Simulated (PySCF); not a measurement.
Species: Ge(eta1-allyl)2H2, C6H12Ge.
SMILES: `[H][Ge]([H])([CH2]C=C)[CH2]C=C`

Computed with TDDFT CAM-B3LYP/def2-SVPD, vertical, gas phase, core orbitals frozen in the response in PySCF 2.14.0, density-fitted response routines. One conformer (not necessarily the lowest) at the PBE0-D3(BJ)/def2-SVP geometry, without solvent, vibrations or thermal averaging. Relativistic effects, spin–orbit coupling among them, are left out although an element past zinc is present.

Lowest singlets, with some entries withheld (?).

| state | E (eV) | f | main configurations (H = HOMO, L = LUMO) |
| --- | --- | --- | --- |
| S1 | 6.41 | ? | H→L (79%), H→L+1 (10%) |
| S2 | 6.61 | ? | H→L+1 (76%), H-1→L+2 (11%), H→L (8%) |
| S3 | 6.72 | ? | H→L+2 (67%), H-1→L+1 (16%) |
| S4 | 6.97 | ? | H-1→L (49%), H→L+3 (40%) |
| S5 | 7.25 | ? | H→L+6 (24%), H-1→L+2 (23%), H→L+4 (20%) |
| S6 | 7.38 | ? | H→L+5 (36%), H-1→L+1 (25%), H→L+4 (12%) |
| S7 | 7.39 | ? | H→L+4 (49%), H→L+6 (16%) |
| S8 | 7.50 | ? | H-1→L+1 (39%), H→L+5 (27%), H-1→L+6 (11%) |
| S9 | 7.62 | ? | H→L+7 (40%), H-1→L+5 (30%), H→L+6 (13%) |
| S10 | 7.69 | ? | H-1→L (31%), H→L+3 (20%), H-1→L+4 (13%) |
| S11 | 7.84 | ? | H→L+8 (42%), H→L+3 (14%), H-1→L (11%) |
| S12 | 8.06 | ? | H-1→L+3 (31%), H-4→L (27%), H-5→L+3 (9%) |
| S13 | 8.12 | ? | H-1→L+2 (34%), H-1→L+8 (21%), H→L+6 (16%) |
| S14 | 8.15 | ? | H-1→L+4 (47%), H→L+11 (14%), H-1→L+6 (9%) |
| S15 | 8.20 | ? | H→L+9 (60%), H-4→L (9%) |

Question: Supply the missing values.

Answer: 
- S1: f = 0.790
- S2: f = 0.145
- S3: f = 0.0028
- S4: f = 0.017
- S5: f = 0.0089
- S6: f = 0.0068
- S7: f = 0.039
- S8: f = 0.0028
- S9: f = 0.025
- S10: f = 0.068
- S11: f = 0.026
- S12: f = 0.057
- S13: f = 0.012
- S14: f = 0.041
- S15: f = 0.017

Question: Where do the lowest triplets lie (Tamm–Dancoff)?

Answer: T1 4.13 eV, H→L (58%), H-1→L+3 (24%); T2 4.23 eV, H-1→L (45%), H→L+3 (33%), H→L+2 (10%); T3 6.49 eV, H→L+1 (82%), H-1→L+2 (11%); T4 6.55 eV, H→L+2 (62%), H-1→L+1 (14%), H→L+3 (13%). E(S1) − E(T1) = +2.27 eV.

Question: What is the mean static polarisability from the same response equations?

Answer: 110.2 au (16.32 Å³), with principal values 87.2, 90.6 and 152.6 au.

Question: How far apart are S4 and S11, in eV and cm⁻¹?

Answer: 7.841 − 6.974 = 0.867 eV, or about 7000 cm⁻¹.

On one thread of an Arm Neoverse V1, shared host with 32 logical CPUs at a one-minute load of 11, this took 1.8 min (with the writing of density and orbital grids) and 1.5 GiB of memory at its peak.
